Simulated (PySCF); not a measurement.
A run for PySCF: R-MP2/6-31G* on ethylmethylamine (SMILES CCNC), a point of a torsion scan.

```python
from pyscf import gto, scf, dft, mp
from pyscf.data.elements import chemcore

mol = gto.M(
    atom='''
    C     1.81967673    0.53628316   -0.00452402
    C     0.55591890   -0.25108358    0.34952051
    N    -0.61477070    0.10520973   -0.43347331
    C    -0.78471184   -0.65025547   -1.65591914
    H     2.65137186    0.21763153    0.61868693
    H     1.65634462    1.60060074    0.15465784
    H     2.09224519    0.37968685   -1.04698243
    H     0.73276611   -1.32216744    0.23252336
    H     0.31203905   -0.06406123    1.40239185
    H    -0.60961567    1.10105199   -0.62787350
    H     0.05218591   -0.55978548   -2.36583078
    H    -0.90380395   -1.70315874   -1.39967381
    H    -1.69296553   -0.31179811   -2.15245892
    ''',
    basis='6-31g*',
    cart=True,
    charge=0, spin=0, verbose=3, max_memory=1800)
mf = scf.RHF(mol)
mf.conv_tol = 1e-8
mf.max_cycle = 100
mf.kernel()
if not mf.converged:
    mf = mf.newton().run(mf.mo_coeff, mf.mo_occ)
pt = mp.MP2(mf, frozen=chemcore(mol)).run()
```

Program output:

```
converged SCF energy = -173.271922153644
E(RMP2) = -173.829637669405  E_corr = -0.557715515760929
E(SCS-RMP2) = -173.826829802578  E_corr = -0.55490764893368
```

The run converged.

Cost: around 0.7 core-seconds (rough).
